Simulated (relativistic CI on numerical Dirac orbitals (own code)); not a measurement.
Ta4+: resonant inelastic scattering at the N6,7 edge

Computed with this model: Dirac-Coulomb-Breit CI, KLI orbitals optimised for each configuration, QED by a radiative potential, valence Slater integrals scaled by 0.8, Kramers-Heisenberg scattering through one core-hole configuration in a parametric crystal field; configurations [Xe] 4f14 5d → [Xe] 4f13 5d2; 300 K; core-hole width 0.18 eV; summed over polarisations. Incident energies are the highest absorption maxima for each field (at most a few, so the weaker spin-orbit partner edge can be absent), on the computed scale of the free ion. Intensities are in per cent of the strongest line above 0.02 eV; levels within 1 cm⁻¹ are merged; final levels count from the ground level, the first row holds all elastic scattering, lines under 0.4 are left out and each table stops after 24 rows. The scale of the Slater integrals is a model choice and moves the terms in proportion.

Field parameters in Wybourne normalisation: D3d B²₀ = −7Dσ, B⁴₀ = −14Dq − 21Dτ, B⁴₃ = −14√(10/7) Dq; Td as Oh with Dq negative (B⁴₀ = 21Dq, B⁴₄ = √(5/14) B⁴₀). The field is a parameter set, without covalency, and values of 10Dq over about 45,000 cm⁻¹ lie beyond real compounds.

S is read from ⟨S²⟩ = S(S + 1).

D3d, 10Dq = 63800, Dσ = 730, Dτ = -10 cm⁻¹:

| Final level (eV) | Degeneracy | Irrep | S | 24.5 eV | 32.3 eV | 33.1 eV |
| --- | --- | --- | --- | --- | --- | --- |
| 0.000 | 2 | Γ4 | 0.50 | 258.0 | 226.5 | 98.4 |
| 0.212 | 2 | Γ5+Γ6 | 0.50 | 100.0 | 69.6 | 14.3 |
| 0.597 | 2 | Γ4 | 0.50 | 37.2 | 7.3 | 26.4 |

Td, 10Dq = -13350 cm⁻¹:

```
Final level (eV)  Degeneracy  Irrep     S  27 eV  28.5 eV  28.8 eV
           0.000           4     Γ8  0.50  657.4   3512.5   3721.4
           1.671           4     Γ8  0.50   17.5    100.0     87.6
           2.029           2     Γ7  0.50    1.1     15.6     45.5
```

For the first field the strongest loss at the lowest incident energy is the level at 0.21 eV (S = 0.50, against 0.50 in the thermal ground state).
